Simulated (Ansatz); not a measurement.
Computed with Ansatz on PBE0-D4/def2-TZVP structures; ΔE is electronic, products minus reactants. CCSD(T)/CBS is the MP2 limit (def2-TZVPP, def2-QZVPP) plus CCSD(T) − MP2 in def2-TZVPP, frozen cores. This one scheme is used for every species. def2 core potentials past Kr. For Br, Sn outer-core shells are correlated without core-valence functions, which leaves a few kJ/mol of doubt a bond. Scalar relativity is left out up to krypton. Each species was taken in one conformer, which may not be the lowest.

Consider the redistribution: `C[CH2][Sn]([CH3])([Br])[N](C)C` + `NB(O)Cl` → `C[CH2][Sn]([OH])([Br])[N](C)C` + `CB(N)Cl`.

```json
{"species": "`C[CH2][Sn]([CH3])([Br])[N](C)C`", "HF/def2-TZVPP energy (Eh)": "-3037.84696"}
{"species": "`NB(O)Cl`", "HF/def2-TZVPP energy (Eh)": "-615.48033"}
{"species": "`C[CH2][Sn]([OH])([Br])[N](C)C`", "HF/def2-TZVPP energy (Eh)": "-3073.71814"}
{"species": "`CB(N)Cl`", "HF/def2-TZVPP energy (Eh)": "-579.58313"}
```

Question: Work out ΔE.

Answer: ΔE = (-3073.71814) + (-579.58313) − (-3037.84696) − (-615.48033) = 0.02602 Eh = +68.3 kJ/mol. CCSD(T)/CBS gives +64.8 kJ/mol.

Largest T1 diagnostic among the species: 0.011.

From BLYP to BHLYP (50 % exact exchange), in def2-TZVPP and without D4, ΔE moves by +12.0 kJ/mol. At CCSD(T), def2-SVP lies +8.9 kJ/mol from the extrapolated value and def2-TZVPP +2.4 kJ/mol.
